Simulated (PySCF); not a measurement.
Spinor energies of Ag³⁺ (silver, charge +3)

Start: [Kr] 4d7 5p1; 4d3/2 filled at m_j = +1/2, +3/2; 4d5/2 filled at m_j = -3/2, -1/2, +1/2, +3/2, +5/2; 5p3/2 filled at m_j = +3/2. Calculated with PySCF 2.14 in x2c-TZVPall-2c: generalised Hartree-Fock with the X2C-1e Hamiltonian and a Gaussian nucleus; one run each with spin-orbit coupling (SO) switched off, then screened by Boettger's factors. This is a chosen level, not necessarily the ground level.

```json
{"spinor shell": "1s1/2", "electrons": "2", "ε, spin-free (eV)": "-25693.3", "ε, screened SO (eV)": "-25691.3", "weight of nominal j (screened SO)": "1.000", "rms radius, screened SO (bohr)": "0.0357"}
{"spinor shell": "2s1/2", "electrons": "2", "ε, spin-free (eV)": "-3910.3", "ε, screened SO (eV)": "-3909.7", "weight of nominal j (screened SO)": "1.000", "rms radius, screened SO (bohr)": "0.146"}
{"spinor shell": "2p1/2", "electrons": "2", "ε, spin-free (eV)": "-3505.4", "ε, screened SO (eV)": "-3626.9", "weight of nominal j (screened SO)": "1.000", "rms radius, screened SO (bohr)": "0.127"}
{"spinor shell": "2p3/2", "electrons": "4", "ε, spin-free (eV)": "-3505.4", "ε, screened SO (eV)": "-3449.2", "weight of nominal j (screened SO)": "1.000", "rms radius, screened SO (bohr)": "0.131"}
{"spinor shell": "3s1/2", "electrons": "2", "ε, spin-free (eV)": "-792.83", "ε, screened SO (eV)": "-792.66", "weight of nominal j (screened SO)": "1.000", "rms radius, screened SO (bohr)": "0.392"}
{"spinor shell": "3p1/2", "electrons": "2", "ε, spin-free (eV)": "-656.55", "ε, screened SO (eV)": "-678.76", "weight of nominal j (screened SO)": "1.000", "rms radius, screened SO (bohr)": "0.387"}
{"spinor shell": "3p3/2", "electrons": "4", "ε, spin-free (eV)": "-656.55", "ε, screened SO (eV)": "-646.21", "weight of nominal j (screened SO)": "1.000", "rms radius, screened SO (bohr)": "0.397"}
{"spinor shell": "3d3/2", "electrons": "4", "ε, spin-free (eV)": "-441.95", "ε, screened SO (eV)": "-446.11", "weight of nominal j (screened SO)": "0.992", "rms radius, screened SO (bohr)": "0.374"}
{"spinor shell": "3d5/2", "electrons": "6", "ε, spin-free (eV)": "-441.95", "ε, screened SO (eV)": "-439.01", "weight of nominal j (screened SO)": "0.994", "rms radius, screened SO (bohr)": "0.377"}
{"spinor shell": "4s1/2", "electrons": "2", "ε, spin-free (eV)": "-161.96", "ε, screened SO (eV)": "-161.94", "weight of nominal j (screened SO)": "1.000", "rms radius, screened SO (bohr)": "0.964"}
{"spinor shell": "4p1/2", "electrons": "2", "ε, spin-free (eV)": "-119.12", "ε, screened SO (eV)": "-125.50", "weight of nominal j (screened SO)": "0.855", "rms radius, screened SO (bohr)": "1.04"}
{"spinor shell": "4p3/2", "electrons": "4", "ε, spin-free (eV)": "-119.12", "ε, screened SO (eV)": "-116.07", "weight of nominal j (screened SO)": "0.927", "rms radius, screened SO (bohr)": "1.05"}
{"spinor shell": "4d5/2", "electrons": "5", "ε, spin-free (eV)": "-58.644", "ε, screened SO (eV)": "-59.621", "weight of nominal j (screened SO)": "0.521", "rms radius, screened SO (bohr)": "1.30"}
{"spinor shell": "4d3/2", "electrons": "2", "ε, spin-free (eV)": "-58.644", "ε, screened SO (eV)": "-56.449", "weight of nominal j (screened SO)": "0.610", "rms radius, screened SO (bohr)": "1.31"}
{"spinor shell": "5p3/2", "electrons": "1", "ε, spin-free (eV)": "-28.940", "ε, screened SO (eV)": "-28.741", "weight of nominal j (screened SO)": "1.000", "rms radius, screened SO (bohr)": "2.91"}
```

| quantity | spin-free | screened SO |
| --- | --- | --- |
| E (hartree) | -5309.43151 | -5310.42496 |
| M_J | 6 | 6 |
| ⟨J²⟩ | 42.006 | 42.007 |
| ⟨L²⟩ | 20.005 | 20.344 |
| ⟨S²⟩ | 6.001 | 5.884 |

Each row is a mean over spinors that exchange with the open shell spreads, by up to 10.978 eV (4p3/2).

Rows whose weight is well below 1 are mixtures of j = l ± 1/2: exchange outweighs spin-orbit coupling there, and the label is only the starting occupation.

Breit and QED terms are absent; they matter most for the inner s and p1/2 levels.

Densities and radii are taken from the X2C orbitals without a picture-change correction, which distorts them close to the nucleus.

Without spin-orbit coupling the j labels of p, d and f shells carry no meaning; the spin-free column gives the mean over the occupied spinors of each nl shell.
